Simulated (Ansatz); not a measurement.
Molecule: PbCl₂, net charge -1, doublet state. SMILES of the parent species: [Cl][Pb][Cl]
Structure (B3LYP-D3(BJ)/def2-TZVP (Ansatz, an electronic-structure program) minimum search):
```xyz
3

Pb     0.0037    -0.0040     0.4827
Cl     1.3056     1.5991    -1.1613
Cl    -1.3235    -1.5800    -1.1671
```
Charge -1, spin multiplicity 2.

Parts of the frozen-core correlation energy in def2-TZVPP (Ansatz, hartree). Frozen orbitals: 19; correlated occupied orbitals by spin: 10 and 9; virtual: 105 and 106. Open shells are spin-unrestricted. No spin-orbit coupling. In def2 rows, elements after Kr have scalar-relativistic effective core potentials.

```
term                             value
-------------------------  -----------
reference (HF)             -1111.02587
MP2 opposite-spin             -0.33710
MP2 same-spin                      [?]
CCSD correlation                   [?]
(T)                                [?]
T1 diagnostic                    0.011
largest doubles amplitude        0.029
<S^2> of the reference           0.761
```

**Question.** Fill in the missing entries.

**Answer.** 
- MP2 same-spin, value: -0.11347
- CCSD correlation, value: -0.48803
- (T), value: -0.02042
